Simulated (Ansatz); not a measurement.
Al6Cu4. The state is a singlet with charge 0. Geometry PBE-D4/def2-SVP; atoms count from 1.

```xyz
10

Cu    1.021   -0.097   -2.277
Cu    1.997   -0.733   -0.099
Cu   -1.802    0.822   -0.338
Cu   -0.672    1.761    1.587
Al    0.676    1.362   -0.382
Al   -1.482   -0.571    1.587
Al   -1.345    0.513   -2.755
Al    1.320    0.387    1.970
Al   -0.430   -1.307   -0.742
Al    0.717   -2.136    1.448
```

The restricted singlet is unstable towards broken spin symmetry in Hartree–Fock (as tested in another run); at PBE0-D4/def2-TZVP this wasn't settled. Another isomer (singlet) lies 0.17 eV lower at PBE0-D4/def2-TZVP; other spin states weren't run for this one.

(1) Estimate the Mulliken populations from the PBE0/def2-TZVP orbitals of Ansatz.

(2) And the Mayer bond orders between heavy atoms (over 0.3)?

## Answers

(1) 
```
atom  charge (e)  d electrons
 Cu1       -0.23         9.80
 Cu2       -0.34         9.77
 Cu3       -0.42         9.77
 Cu4       -0.25         9.78
 Al5        0.36            –
 Al6        0.21            –
 Al7        0.26            –
 Al8        0.15            –
 Al9        0.19            –
Al10        0.08            –
```
Mulliken values depend strongly on the basis.

(2) Cu1–Cu2 0.30 (2.47 Å); Cu1–Al5 0.46 (2.42 Å); Cu1–Al7 0.50 (2.49 Å); Cu1–Al9 0.45 (2.43 Å); Cu2–Al5 0.35 (2.49 Å); Cu2–Al8 0.52 (2.45 Å); Cu2–Al10 0.53 (2.45 Å); Cu3–Cu4 0.38 (2.42 Å); Cu3–Al6 0.51 (2.40 Å); Cu3–Al7 0.49 (2.48 Å); Cu3–Al9 0.36 (2.56 Å); Cu4–Al5 0.45 (2.42 Å); Cu4–Al6 0.40 (2.47 Å); Cu4–Al8 0.50 (2.45 Å); Al5–Al8 0.45 (2.63 Å); Al6–Al9 0.50 (2.66 Å); Al6–Al10 0.57 (2.70 Å); Al7–Al9 0.32 (2.86 Å); Al8–Al10 0.55 (2.65 Å); Al9–Al10 0.53 (2.61 Å).
